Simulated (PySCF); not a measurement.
Fill in the blanks.

Species: C7H19B2N.
Cartesian coordinates in Å at the PBE0-D3(BJ)/def2-SVP level; atoms count from 1:
```xyz
29
C7H19B2N angstrom
C      2.0075    2.1235   -0.0378
B      1.6857    0.5969   -0.2206
C      2.5887   -0.2609   -1.1727
C      0.4869   -0.0934    0.6036
C      0.5474   -1.6095    0.8115
C     -0.8712   -2.0897    1.1894
B     -1.8396   -0.7969    0.9934
N     -0.8878    0.1705    0.0452
C     -0.9883   -0.2551   -1.3591
C     -1.3049    1.5718    0.1593
H      1.7014    2.6384   -0.9695
H      1.5067    2.6253    0.8021
H      3.0949    2.2962    0.0303
H      2.0454   -1.0391   -1.7307
H      3.2807   -0.8158   -0.5079
H      3.2115    0.3259   -1.8640
H      0.4491    0.3785    1.6011
H      1.3061   -1.8331    1.5789
H      0.9061   -2.1074   -0.1044
H     -0.9013   -2.4444    2.2308
H     -1.1555   -2.9544    0.5676
H     -1.9925   -0.1412    2.0226
H     -2.8953   -0.9502    0.3845
H     -0.3032    0.3244   -2.0002
H     -0.7492   -1.3215   -1.4403
H     -2.0205   -0.1075   -1.6986
H     -1.1625    1.9045    1.1940
H     -0.7355    2.2193   -0.5249
H     -2.3740    1.6360   -0.0828
```

```csv
property,level,value
point group,PBE0-D3(BJ)/def2-SVP,?
"rotational constants A, B, C",PBE0-D3(BJ)/def2-SVP,?
dipole moment,PBE0/pcSseg-1,4.80 D
HOMO energy,PBE0/pcSseg-1,-7.11 eV
LUMO energy,PBE0/pcSseg-1,-1.19 eV
13C chemical shifts (computed TMS as zero) by class,GIAO PBE0/pcSseg-1,?
1H chemical shifts (computed TMS as zero) by class,GIAO PBE0/pcSseg-1,?
"isotropic shieldings of nuclei other than C and H, by class",GIAO PBE0/pcSseg-1,"9 (B2), 103 (B7), 186 (N8) ppm"
```

The electronic properties come from PySCF, for the isolated species, density fitting. NMR classes are plain means over equivalent atoms (diastereotopic ones count apart unless rotation or inversion swaps them), as if these changed places fast; in this geometry the members of some classes differ.

Q: What is the point group?

A: C1.

Q: The rotational constants A, B, C?

A: 1.755, 1.070, 0.859 GHz.

Q: The 13C chemical shifts (computed TMS as zero) by class?

A: 69.0 (C4), 52.7 (C10), 46.3 (C9), 29.3 (C5), 19.0 (C1/C3), 11.2 (C6) ppm.

Q: The 1H chemical shifts (computed TMS as zero) by class?

A: 2.61 (H27/H28/H29), 2.60 (H17), 2.48 (H23), 2.46 (H22), 2.05 (H24/H25/H26), 1.92 (H19), 1.76 (H18), 1.08 (H20), 1.03 (H11/H12/H13/H14/H15/H16), 0.93 (H21) ppm.

The rotational constants make it an asymmetric top with κ = (2B − A − C)/(A − C) = -0.53, nearer the prolate limit (−1). In atomic units the dipole is 1.89 e·bohr (1 au = 2.5417 D). A dipole of 4.80 D is allowed in C1, and pure rotational transitions are dipole-allowed. With B = h/(8π²I), that is 505.379 GHz u Å² over I, the principal moments of inertia are 288.0, 472.3 and 588.3 u Å² (most abundant isotopes).

One conformer stands for the species.
